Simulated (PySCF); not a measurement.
## Spin states of CaBr

Unrestricted PBE0; PySCF, spin-free X2C with a Gaussian nucleus, basis sets Ca x2c-TZVPall, Br x2c-TZVPall. Outer shells of the fragments: Ca 4s2; Br 3d10 4s2 4p5.

Followed along the bond (rough minima from three points):

```
2Ms+1   unpaired  ⟨S²⟩ at the start  R at minimum (Å)  Te (eV)
    2        σ ↑               0.75              2.59     0.00
    4  σ ↑, π ↑↑               3.75  none in the scan   ≤ 5.44
```

Solutions found at the starting distance of 2.705 Å, counted from the lowest of them; the search is not exhaustive and high or unbound solutions are not listed, so other states can lie among these:

```json
{"2Ms+1": "2", "unpaired": "σ ↑", "term": "²Σ⁺", "E (eV)": "0.00", "⟨S²⟩": "0.75", "⟨Lz²⟩": "0.00", "μ (D)": "-4.66"}
{"2Ms+1": "2", "unpaired": "π ↑", "term": "²Π", "E (eV)": "1.72", "⟨S²⟩": "0.75", "⟨Lz²⟩": "1.00", "μ (D)": "-4.68"}
{"2Ms+1": "2", "unpaired": "δ ↑", "term": "²Δ", "E (eV)": "2.18", "⟨S²⟩": "0.75", "⟨Lz²⟩": "4.00", "μ (D)": "-8.78"}
{"2Ms+1": "4", "unpaired": "σ ↑, π ↑↑", "term": "mixed", "E (eV)": "5.60", "⟨S²⟩": "3.75", "⟨Lz²⟩": "2.02", "μ (D)": "2.52"}
{"2Ms+1": "4", "unpaired": "σ ↑, π ↑↑", "term": "mixed", "E (eV)": "5.70", "⟨S²⟩": "3.75", "⟨Lz²⟩": "2.01", "μ (D)": "3.62"}
{"2Ms+1": "4", "unpaired": "σ ↑↑, π ↑", "term": "mixed", "E (eV)": "5.81", "⟨S²⟩": "3.75", "⟨Lz²⟩": "1.36", "μ (D)": "5.12"}
{"2Ms+1": "4", "unpaired": "σ ↑, π ↑, δ ↑", "term": "mixed", "E (eV)": "6.12", "⟨S²⟩": "3.75", "⟨Lz²⟩": "5.01", "μ (D)": "2.54"}
```

A term symbol is given only where ⟨S²⟩ and ⟨Lz²⟩ are close to those of a pure state; real π, δ and φ orbitals otherwise mix terms. A positive dipole means Ca(−)Br(+).

Spin–orbit coupling is left out. Counting both spins, an empty level lies below a filled one in some of these solutions, because spin and occupation are held.
